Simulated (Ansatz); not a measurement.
The same path of C₂H₈AlNSi (13 atoms, charge 0, multiplicity 1) was run 3 times with different band settings. The coordinate that changes most is the dihedral Al2–Si4–C5–H11.

These are results of RKS PBE0-D4/def2-SVP (Ansatz 0.2.0), not measurements.

Relaxed end points:

```xyz
13
Properties=species:S:1:pos:R:3
C -2.621 1.388 0.696
Al -0.820 0.724 0.350
N 0.378 -0.305 1.184
Si 1.305 0.069 -0.294
C 1.800 -1.400 -1.366
H -3.027 0.977 1.634
H -3.306 1.117 -0.124
H -2.626 2.488 0.772
H 0.641 -0.856 1.995
H 2.561 0.867 -0.062
H 2.580 -1.999 -0.868
H 2.214 -1.050 -2.326
H 0.941 -2.054 -1.578
```

```xyz
13
Properties=species:S:1:pos:R:3
C -2.586 0.944 1.305
Al -0.840 0.595 0.511
N 0.735 -0.054 1.045
Si 1.129 0.274 -0.664
C 1.641 -1.211 -1.705
H -2.623 0.616 2.356
H -3.384 0.421 0.753
H -2.822 2.020 1.274
H 1.322 -0.420 1.789
H 2.188 1.324 -0.873
H 0.929 -2.043 -1.598
H 2.641 -1.567 -1.408
H 1.691 -0.933 -2.770
```

Common settings: movable images 5; climbing image yes; spring 5.0 eV/Å²; optimiser quadratic models (default); start path IDPP; end points relaxed.

| run | force threshold | iteration limit |
| --- | --- | --- |
| 1 | 0.05 eV/Å | 60 |
| 2 | 0.2 eV/Å | 59 |
| 3 | 0.05 eV/Å | 6 |

**Question.** What does each run give, and how far can it be trusted?

**Answer.** Run 1: converged after 3 iterations, highest image 0.054 eV above the first end. A vibrational analysis at the climbing image gives one clearly imaginary mode, 149i cm⁻¹: a first-order saddle point.
Run 2: converged after 2 iterations, highest image 0.056 eV above the first end. The threshold of 0.2 eV/Å is loose, so the images may lie well off the minimum-energy path. Another band between the same ends (5 images) ends at a top of the same energy, where a vibrational analysis finds 1 clearly imaginary mode.
Run 3: converged after 3 iterations, highest image 0.054 eV above the first end. Another band between the same ends (5 images) ends at a top of the same energy, where a vibrational analysis finds 1 clearly imaginary mode.
